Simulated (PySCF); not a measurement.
Vertical excitations of a molecule C4H3FO2 from PySCF with TDA-PBE0/def2-SVPD, as energy in eV (oscillator strength): 4.39 (0.000), 6.04 (0.296), 6.89 (0.018), 7.00 (0.021), 7.17 (0.000), 7.66 (0.018), 7.73 (0.000), 8.04 (0.098), 8.18 (0.005), 8.19 (0.002). Lowest triplet (TDA): 3.89 eV. Geometry: PBE0-D3(BJ)/def2-SVP. The values are those of a single conformer.

Problem. Identify the compound among the candidates.
A. O=C1C=C(F)OC1
B. Oc1ccc(F)o1
C. FC1=COC=CO1
D. C=C1OC=C(F)O1

Solution. A, O=C1C=C(F)OC1
